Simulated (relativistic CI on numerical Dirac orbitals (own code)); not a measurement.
Calculated at this level of theory: Dirac-Coulomb-Breit CI, separate exchange-only KLI orbitals for each configuration, a model potential for QED, unscaled Slater integrals (own radial code, finite nucleus).

The strongest absorption lines from the ground level of an ion, among the configurations computed and to levels below about 5220 eV (vacuum wavelength in Å, gf): 3.1324 (0.62), 3.5149 (0.043), 3.5802 (1.8), 3.6320 (0.092), 4.1482 (0.35), 14.464 (0.72), 27.688 (0.51), 44.217 (0.011).

Question: Which ion is it?
A. Pa⁷³⁺
B. Tl⁶¹⁺
C. Tl⁶³⁺
D. Tl⁶⁵⁺

Answer: C. Tl⁶³⁺ has 18 electrons and the ground level 3s²3p⁶ ¹S0; the strongest line goes to 3s²3p⁵4d ¹P°1. The pattern of lines fixes the number of electrons, and along that sequence the line energies rise steadily with the charge (about as its square where n changes within one kind of shell, about linearly where n is kept but much faster in heavy ions where fine structure, which grows about as Z⁴, sets the gap, and irregularly where shells cross), which fixes Z. Configurations outside the model, such as inner-shell arrays, can give stronger lines. At this charge energies of transitions that change n are usually good to better than 1 %, and those within a shell (Δn = 0) to a few per cent.

LS names give the leading component of a level, which can be under half, so a name can repeat, a term be missing and a line seem to break the LS rules.
